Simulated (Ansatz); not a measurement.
Born–Oppenheimer molecular dynamics of a periodic cell of 17 atoms, Si16B (host Si, host structure diamond, interstitial B). It starts from a relaxed structure.

These are results of DFT PBE-D3(BJ), scalar-relativistic, plane waves, PAW (Ansatz 0.2.0), not measurements. Settings: PAW set soft_1, cutoff 250 eV, k mesh 2x2x2, fermi-dirac smearing 0.02 eV, spin collinear.

| Quantity | Value |
| --- | --- |
| ensemble | NVT, Langevin thermostat |
| time step | 1 fs |
| steps asked | 200 |
| set temperature | 1200 K |
| friction | 0.05 /fs |
| seed | 624009 |

Frames 2 fs apart, positions in Å.

Velocities at 50.0 fs (Å/ps):

```
Si 0.37 1.69 -1.18
Si -13.28 3.21 1.36
Si -4.17 -10.25 -4.46
Si 7.08 11.03 -1.48
Si -3.26 6.08 -2.20
Si 0.27 14.34 17.27
Si 3.40 -2.89 3.54
Si -5.85 7.86 -3.74
Si 6.61 -6.84 5.52
Si 1.95 7.57 7.21
Si -6.01 10.93 11.07
Si 7.80 5.56 10.68
Si -9.17 -5.16 6.68
Si -1.11 -0.62 -6.30
Si 2.55 4.64 -2.76
Si 4.06 -8.41 7.60
B -10.09 -1.26 -15.76
```

```xyz
17
Lattice="0.0000 5.4300 5.4300 5.4300 0.0000 5.4300 5.4300 5.4300 0.0000" Properties=species:S:1:pos:R:3 time_fs=50.0 energy_less_start_eV=1.558 T=1615
Si 0.166 0.055 -0.079
Si 1.316 1.461 1.440
Si 2.751 2.991 0.153
Si 4.241 4.378 1.392
Si 2.865 0.063 2.747
Si 4.053 1.453 4.169
Si 5.648 2.741 3.106
Si 6.912 4.201 4.175
Si 0.034 2.809 2.787
Si 1.478 3.997 4.227
Si 2.791 5.552 3.030
Si 4.069 6.946 3.995
Si 2.565 2.580 5.665
Si 4.021 3.932 6.774
Si 5.147 5.391 5.425
Si 6.613 6.599 6.981
B 4.184 4.109 3.239
17
Lattice="0.0000 5.4300 5.4300 5.4300 0.0000 5.4300 5.4300 5.4300 0.0000" Properties=species:S:1:pos:R:3 time_fs=52.0 energy_less_start_eV=1.583 T=1694
Si 0.162 0.060 -0.083
Si 1.289 1.463 1.448
Si 2.747 2.972 0.143
Si 4.257 4.396 1.392
Si 2.857 0.072 2.741
Si 4.051 1.474 4.204
Si 5.655 2.735 3.107
Si 6.898 4.221 4.170
Si 0.044 2.795 2.803
Si 1.486 4.011 4.245
Si 2.780 5.568 3.051
Si 4.092 6.954 4.017
Si 2.550 2.564 5.682
Si 4.025 3.935 6.767
Si 5.151 5.396 5.418
Si 6.624 6.582 6.989
B 4.163 4.102 3.211
17
Lattice="0.0000 5.4300 5.4300 5.4300 0.0000 5.4300 5.4300 5.4300 0.0000" Properties=species:S:1:pos:R:3 time_fs=54.0 energy_less_start_eV=1.659 T=1693
Si 0.151 0.072 -0.088
Si 1.264 1.463 1.457
Si 2.752 2.955 0.128
Si 4.269 4.410 1.393
Si 2.850 0.070 2.742
Si 4.046 1.484 4.243
Si 5.664 2.730 3.102
Si 6.884 4.247 4.166
Si 0.056 2.779 2.817
Si 1.491 4.021 4.259
Si 2.769 5.583 3.069
Si 4.120 6.955 4.040
Si 2.535 2.543 5.699
Si 4.030 3.937 6.774
Si 5.152 5.403 5.409
Si 6.639 6.562 6.993
B 4.139 4.092 3.185
17
Lattice="0.0000 5.4300 5.4300 5.4300 0.0000 5.4300 5.4300 5.4300 0.0000" Properties=species:S:1:pos:R:3 time_fs=56.0 energy_less_start_eV=1.761 T=1628
Si 0.143 0.092 -0.095
Si 1.242 1.460 1.463
Si 2.759 2.939 0.109
Si 4.280 4.419 1.386
Si 2.857 0.063 2.745
Si 4.050 1.497 4.285
Si 5.666 2.731 3.095
Si 6.876 4.276 4.160
Si 0.068 2.766 2.822
Si 1.489 4.032 4.266
Si 2.759 5.600 3.078
Si 4.150 6.956 4.062
Si 2.517 2.525 5.711
Si 4.038 3.929 6.784
Si 5.158 5.403 5.405
Si 6.656 6.539 6.999
B 4.124 4.080 3.175
17
Lattice="0.0000 5.4300 5.4300 5.4300 0.0000 5.4300 5.4300 5.4300 0.0000" Properties=species:S:1:pos:R:3 time_fs=58.0 energy_less_start_eV=1.917 T=1498
Si 0.139 0.107 -0.095
Si 1.222 1.457 1.470
Si 2.769 2.924 0.090
Si 4.295 4.425 1.378
Si 2.867 0.058 2.748
Si 4.058 1.504 4.324
Si 5.665 2.736 3.090
Si 6.874 4.299 4.154
Si 0.070 2.754 2.828
Si 1.485 4.035 4.267
Si 2.747 5.616 3.086
Si 4.185 6.952 4.082
Si 2.507 2.515 5.725
Si 4.044 3.924 6.802
Si 5.169 5.400 5.395
Si 6.673 6.507 7.000
B 4.111 4.075 3.177
17
Lattice="0.0000 5.4300 5.4300 5.4300 0.0000 5.4300 5.4300 5.4300 0.0000" Properties=species:S:1:pos:R:3 time_fs=60.0 energy_less_start_eV=2.112 T=1133
Si 0.136 0.120 -0.089
Si 1.209 1.456 1.472
Si 2.784 2.913 0.072
Si 4.307 4.427 1.377
Si 2.872 0.057 2.746
Si 4.066 1.508 4.361
Si 5.662 2.741 3.091
Si 6.874 4.319 4.144
Si 0.069 2.747 2.835
Si 1.483 4.032 4.270
Si 2.732 5.630 3.092
Si 4.215 6.948 4.101
Si 2.500 2.507 5.736
Si 4.044 3.922 6.819
Si 5.178 5.402 5.389
Si 6.696 6.472 7.001
B 4.093 4.074 3.189
17
Lattice="0.0000 5.4300 5.4300 5.4300 0.0000 5.4300 5.4300 5.4300 0.0000" Properties=species:S:1:pos:R:3 time_fs=62.0 energy_less_start_eV=2.338 T=1241
Si 0.134 0.131 -0.084
Si 1.193 1.452 1.475
Si 2.799 2.910 0.053
Si 4.316 4.424 1.376
Si 2.874 0.058 2.740
Si 4.074 1.509 4.391
Si 5.666 2.741 3.092
Si 6.878 4.340 4.138
Si 0.068 2.746 2.837
Si 1.483 4.024 4.277
Si 2.725 5.641 3.098
Si 4.241 6.947 4.118
Si 2.493 2.489 5.745
Si 4.038 3.922 6.840
Si 5.177 5.401 5.388
Si 6.718 6.434 6.999
B 4.081 4.073 3.211
17
Lattice="0.0000 5.4300 5.4300 5.4300 0.0000 5.4300 5.4300 5.4300 0.0000" Properties=species:S:1:pos:R:3 time_fs=64.0 energy_less_start_eV=2.582 T=1137
Si 0.135 0.137 -0.078
Si 1.173 1.447 1.482
Si 2.812 2.912 0.030
Si 4.327 4.420 1.369
Si 2.875 0.058 2.731
Si 4.080 1.507 4.411
Si 5.665 2.737 3.091
Si 6.884 4.353 4.139
Si 0.067 2.746 2.840
Si 1.480 4.015 4.285
Si 2.724 5.650 3.105
Si 4.269 6.947 4.136
Si 2.493 2.474 5.752
Si 4.030 3.925 6.867
Si 5.172 5.398 5.392
Si 6.737 6.399 6.990
B 4.062 4.082 3.229
17
Lattice="0.0000 5.4300 5.4300 5.4300 0.0000 5.4300 5.4300 5.4300 0.0000" Properties=species:S:1:pos:R:3 time_fs=66.0 energy_less_start_eV=2.810 T=1044
Si 0.142 0.144 -0.069
Si 1.161 1.442 1.492
Si 2.827 2.916 0.013
Si 4.335 4.417 1.358
Si 2.875 0.061 2.717
Si 4.086 1.507 4.426
Si 5.662 2.727 3.089
Si 6.895 4.363 4.143
Si 0.068 2.749 2.835
Si 1.484 4.006 4.298
Si 2.725 5.660 3.112
Si 4.300 6.953 4.157
Si 2.499 2.457 5.755
Si 4.024 3.923 6.891
Si 5.168 5.399 5.388
Si 6.750 6.366 6.986
B 4.036 4.083 3.247
17
Lattice="0.0000 5.4300 5.4300 5.4300 0.0000 5.4300 5.4300 5.4300 0.0000" Properties=species:S:1:pos:R:3 time_fs=68.0 energy_less_start_eV=2.968 T=1032
Si 0.153 0.151 -0.053
Si 1.158 1.435 1.498
Si 2.848 2.918 0.007
Si 4.336 4.419 1.349
Si 2.879 0.067 2.702
Si 4.091 1.501 4.438
Si 5.660 2.720 3.086
Si 6.913 4.373 4.146
Si 0.069 2.760 2.832
Si 1.495 4.002 4.312
Si 2.727 5.674 3.116
Si 4.323 6.966 4.180
Si 2.510 2.438 5.766
Si 4.017 3.924 6.907
Si 5.162 5.397 5.387
Si 6.760 6.337 6.986
B 4.022 4.083 3.267
17
Lattice="0.0000 5.4300 5.4300 5.4300 0.0000 5.4300 5.4300 5.4300 0.0000" Properties=species:S:1:pos:R:3 time_fs=70.0 energy_less_start_eV=3.075 T=1036
Si 0.165 0.157 -0.035
Si 1.158 1.433 1.498
Si 2.864 2.922 0.006
Si 4.333 4.419 1.343
Si 2.880 0.078 2.684
Si 4.095 1.494 4.444
Si 5.654 2.708 3.079
Si 6.930 4.383 4.150
Si 0.071 2.774 2.830
Si 1.505 4.000 4.325
Si 2.729 5.690 3.116
Si 4.346 6.978 4.201
Si 2.511 2.415 5.787
Si 4.011 3.927 6.912
Si 5.160 5.391 5.388
Si 6.766 6.310 6.992
B 4.017 4.092 3.287
17
Lattice="0.0000 5.4300 5.4300 5.4300 0.0000 5.4300 5.4300 5.4300 0.0000" Properties=species:S:1:pos:R:3 time_fs=72.0 energy_less_start_eV=3.146 T=1050
Si 0.181 0.163 -0.014
Si 1.158 1.433 1.499
Si 2.876 2.927 0.013
Si 4.330 4.415 1.332
Si 2.870 0.091 2.670
Si 4.089 1.485 4.449
Si 5.652 2.704 3.068
Si 6.946 4.395 4.157
Si 0.068 2.790 2.831
Si 1.518 3.992 4.329
Si 2.739 5.708 3.120
Si 4.365 6.990 4.223
Si 2.508 2.395 5.809
Si 4.007 3.926 6.917
Si 5.157 5.383 5.388
Si 6.771 6.289 7.003
B 4.009 4.103 3.305
```

Of the whole run (200 fs, mean temperature of the second half 1131 K): A run of 0.2 ps of so small a system gives no equilibrium averages. The plane-wave cutoff is below what these datasets need, so energies and pressures aren't converged. Limits of this set-up: coarse k mesh.

Run time: 4.8 min on 1 thread of Intel(R) Xeon(R) 6975P-C (Granite Rapids) (shared host), peak memory 0.47 GiB.
